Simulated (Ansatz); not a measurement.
C₆H₄Cl (SMILES Clc1c[c]ccc1), doublet, at a GFN2-xTB geometry; MP2 on PBE0/pcseg-1 in Ansatz (a first-principles code).

Here is a job for Ansatz.
Ansatz 0.2 input:
```yaml
crystal:
  periodic: [false, false, false]
  atoms:
    - {symbol: Cl, position_ang: [1.91749134, 1.08808305, 0.02686871]}
    - {symbol: C, position_ang: [0.42941189, 0.20599845, 0.00559132]}
    - {symbol: C, position_ang: [0.45995918, -1.18932753, -0.00994698]}
    - {symbol: C, position_ang: [-0.74535149, -1.82144003, -0.02625037]}
    - {symbol: C, position_ang: [-1.96476834, -1.21123403, -0.02861986]}
    - {symbol: C, position_ang: [-1.96976300, 0.18227924, -0.01290787]}
    - {symbol: C, position_ang: [-0.77855430, 0.88538438, 0.00409074]}
    - {symbol: H, position_ang: [1.39974432, -1.71796238, -0.00878045]}
    - {symbol: H, position_ang: [-2.88891206, -1.76694332, -0.04192315]}
    - {symbol: H, position_ang: [-2.91050420, 0.71316397, -0.01405624]}
    - {symbol: H, position_ang: [-0.78328437, 1.96436688, 0.01624981]}
basis:
  gaussian:
    orbitals: pcseg-1.json
hamiltonian:
  xc: pbe0
magnetization: {spin_polarized: true, initial_magnetization: 1}
correlation: {method: mp2}
```
The basis file holds pcseg-1 in the JSON format of the Basis Set Exchange.

It wrote (shortened):

```
Functional definition: PBE0
1324 factors; integrals over basis functions are off by at most 1.6e-3 eV
mean field evaluation 1: about -18785.8145 eV, gradient 3.8e1 eV
mean field evaluation 2: about -18786.2198 eV, gradient 3.7e1 eV
mean field evaluation 4: about -18793.8497 eV, gradient 4.0e0 eV
mean field evaluation 8: about -18793.9516 eV, gradient 9.2e-1 eV
mean field evaluation 16: about -18793.9577 eV, gradient 9.2e-3 eV
mean field -18793.95771591 eV, -690.6652070575 hartree, gradient 5.8e-6 eV, S^2 0.759984; 0 other end points of the search recorded, 0 dependent functions left out
11 core orbitals not correlated
reference -18744.31524807 eV, -688.8408800135 hartree; 18, 17 occupied and 93, 94 virtual orbitals, 1324 factors
second order -24.81897481 eV of doubles, -0.50729410 eV of singles
Total energy: -18769.64151699 eV, -689.7716032293 hartree
```
